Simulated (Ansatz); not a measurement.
A nudged elastic band was laid between two geometries of ClGaH$_{4}$ (6 atoms, charge 0, multiplicity 1).

All numbers below come from Ansatz, RKS PBE-D4/def2-SVP.

* movable images: 9
* climbing image: yes
* spring: 5.0 eV/Å²
* optimiser: quadratic models (default)
* start path: through a guess of the saddle point
* force threshold: 0.05 eV/Å
* iteration limit: 60
* end points: relaxed

First end point:

```xyz
6
Properties=species:S:1:pos:R:3
Ga 0.006 0.182 0.013
H -0.004 0.688 1.519
H 1.380 0.109 -0.763
H -1.365 0.049 -0.762
Cl 0.062 -2.430 0.938
H 0.070 -1.991 2.162
```

Last end point:

```xyz
6
Properties=species:S:1:pos:R:3
Ga 0.023 -0.582 -0.296
H 0.011 0.280 2.089
H 1.429 0.090 -0.488
H -1.411 0.031 -0.477
Cl 0.069 -2.722 0.127
H 0.029 -0.490 2.154
```

(1) What changes between the two ends?

(2) What energy profile does the band end with?

(3) What is the geometry of the highest image?

(4) What are the harmonic wavenumbers there?

Answers

(1) Bonds broken: Ga1–H2, Cl5–H6. Bonds formed: Ga1–Cl5, H2–H6. ClGaH4 becomes ClGaH2 + H2.

(2) The forces met the threshold. The highest image is number 4 of 0 to 10, 7.0 kJ/mol above the first end and 95.8 kJ/mol above the last; the last end lies 88.8 kJ/mol below the first. A vibrational analysis at the climbing image gives one clearly imaginary mode, 470i cm⁻¹: a first-order saddle point. The orbitals stay closed-shell, which can raise the energy where a bond breaks towards radicals; this wasn't checked here.

| image | path coordinate (Å) | energy (kJ/mol) | Ga1–H2 (Å) | Cl5–H6 (Å) | Ga1–Cl5 (Å) |
| --- | --- | --- | --- | --- | --- |
| 0 | 0.00 | 0.0 | 1.59 | 1.30 | 2.77 |
| 1 | 0.32 | 0.9 | 1.59 | 1.30 | 2.77 |
| 2 | 0.63 | 2.1 | 1.60 | 1.32 | 2.79 |
| 3 | 0.95 | 3.4 | 1.63 | 1.35 | 2.74 |
| 4 | 1.26 | 7.0 | 1.69 | 1.48 | 2.58 |
| 5 | 1.52 | -5.2 | 1.79 | 1.69 | 2.46 |
| 6 | 1.77 | -37.5 | 1.93 | 1.93 | 2.34 |
| 7 | 2.03 | -66.0 | 2.09 | 2.18 | 2.25 |
| 8 | 2.28 | -81.3 | 2.26 | 2.44 | 2.21 |
| 9 | 2.54 | -87.4 | 2.40 | 2.72 | 2.19 |
| 10 | 2.79 | -88.8 | 2.54 | 3.01 | 2.18 |

(3) 
```xyz
6
Properties=species:S:1:pos:R:3:forces:R:3
Ga 0.014 -0.076 -0.005 0.00 -0.01 -0.01
H 0.015 0.077 1.675 0.00 0.00 0.01
H 1.441 0.132 -0.611 0.00 0.00 0.00
H -1.424 0.071 -0.604 0.00 0.00 0.00
Cl 0.065 -2.457 0.994 0.00 0.01 0.00
H 0.040 -1.140 1.659 0.00 0.00 0.00
```

(4) 470i, 279, 392, 594, 662, 818, 928, 1015, 1347, 1709, 1956, 1983 cm⁻¹.

The run took 2 min on 1 thread of Arm Neoverse V1 (shared host), peak memory 0.12 GiB.
